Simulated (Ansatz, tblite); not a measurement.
Cost and result up the ladder for cyclo-(H2SnS)2 (Sn2H4S2) (8 atoms). The state is a singlet with charge 0. Geometry: PBE-D4/def2-SVP.

Cartesian coordinates in Å:
```
Sn -0.2198 0.9980 -1.2889
H -1.7659 1.5683 -1.8194
H 1.0711 1.6000 -2.2728
S 0.1573 1.4577 1.1019
Sn 0.2195 -0.9980 1.2890
H 1.7679 -1.5656 1.8156
H -1.0680 -1.6026 2.2758
S -0.1622 -1.4578 -1.1011
```

Ansatz on 4 threads of Arm Neoverse V1 on a shared host; xTB runs through tblite on one thread. Times are rough, summed over both states, and most runs start from the orbitals of an earlier one. No level here is sound enough to serve as a yardstick. The other state is a triplet.

In the def2 sets Sn takes a core potential; there is no spin–orbit coupling. The xTB rows come from tblite. HOMO above LUMO, or a gap near zero within one spin, warns that the state may not be the lowest or that an electron is smeared out.

xTB has no spin-polarisation term.

| level | functions | wall time | vertical triplet (eV) | remarks |
| --- | --- | --- | --- | --- |
| GFN1-xTB | 44 | 0.013 s | 3.84 | – |
| GFN2-xTB | 40 | 0.013 s | 2.51 | – |
| PBE-D4/def2-TZVP | 198 | 7.8 s | 3.59 | gap within one spin near zero (triplet) |
| r2SCAN-D4/def2-TZVP (with forces) | 198 | 21 s | 3.87 | gap within one spin near zero (triplet) |
